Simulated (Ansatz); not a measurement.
A run on CH₃F₃GeO (`FC(F)(F)[O][GeH3]`) with other settings.

```yaml
crystal:
  periodic: [false, false, false]
  atoms:
    - {symbol: F, position_ang: [2.029360, -0.311242, -1.143387]}
    - {symbol: C, position_ang: [0.853684, -0.378144, -0.814487]}
    - {symbol: F, position_ang: [0.193903, 0.262666, -1.650952]}
    - {symbol: F, position_ang: [0.502135, -1.558597, -0.934389]}
    - {symbol: O, position_ang: [0.706851, 0.040894, 0.315052]}
    - {symbol: Ge, position_ang: [-0.803747, 0.410944, 0.933915]}
    - {symbol: H, position_ang: [-1.160097, 1.675473, 0.428626]}
    - {symbol: H, position_ang: [-1.690757, -0.606966, 0.534615]}
    - {symbol: H, position_ang: [-0.550003, 0.422469, 2.315277]}
basis:
  gaussian: {orbitals: 6-31G}
hamiltonian: {xc: {name: wB97X-V}}
scf: {lower_state_search: off}
output: {forces: true}
```

```sh
$ ansatz run in.yaml --threads 4 --pin off --events-out ev --progress --plain --max-ram 10444MiB
```

Output, abridged:

```
Functional definition: wB97X-V
776 factors; integrals over basis functions are off by at most 5.3e-4 eV
280 factors; integrals over basis functions are off by at most 2.5e-6 eV
mean field evaluation 1: about -67771.2956 eV, gradient 5.5e1 eV
mean field evaluation 2: about -67773.2468 eV, gradient 4.8e1 eV
mean field evaluation 4: about -67776.6344 eV, gradient 1.9e0 eV
mean field evaluation 8: about -67776.7169 eV, gradient 6.1e-2 eV
mean field evaluation 16: about -67776.7169 eV, gradient 2.0e-5 eV
mean field -67776.71693292 eV, -2490.7484065762 hartree, gradient 6.1e-6 eV, S^2 0.000000; 0 other end points of the search recorded, 0 dependent functions left out
reference -67776.71693130 eV, -2490.7484065166 hartree; 38, 38 occupied and 42, 42 virtual orbitals, 776 factors
Total energy: -67776.71693130 eV, -2490.7484065166 hartree
Atom 0 at     2.029360    -0.311242    -1.143387 Å, force    11.869241     0.694256    -3.333569 eV/Å
Atom 1 at     0.853684    -0.378144    -0.814487 Å, force     0.841055     0.068971     0.403564 eV/Å
Atom 2 at     0.193903     0.262666    -1.650952 Å, force    -6.288756     6.144925    -7.547657 eV/Å
Atom 3 at     0.502135    -1.558597    -0.934389 Å, force    -3.512752   -11.207882    -0.833831 eV/Å
Atom 4 at     0.706851     0.040894     0.315052 Å, force     1.962226     2.785457     8.391973 eV/Å
Atom 5 at    -0.803747     0.410944     0.933915 Å, force    -2.546324     0.960810     1.890752 eV/Å
Atom 6 at    -1.160097     1.675473     0.428626 Å, force    -0.827497     2.518686    -0.965551 eV/Å
Atom 7 at    -1.690757    -0.606966     0.534615 Å, force    -1.815040    -2.022508    -0.812476 eV/Å
Atom 8 at    -0.550003     0.422469     2.315277 Å, force     0.317846     0.057284     2.806797 eV/Å
Dipole moment:    -0.538483     0.177990     0.356297 e Å
Checks for a lower state left out: stability, starts, cluster_reference, orbital_swaps, neighbouring_geometries, increment
```

Run time 3.1 s (4 threads of an Arm Neoverse V1 on a shared host); peak host memory 0.46 GiB.
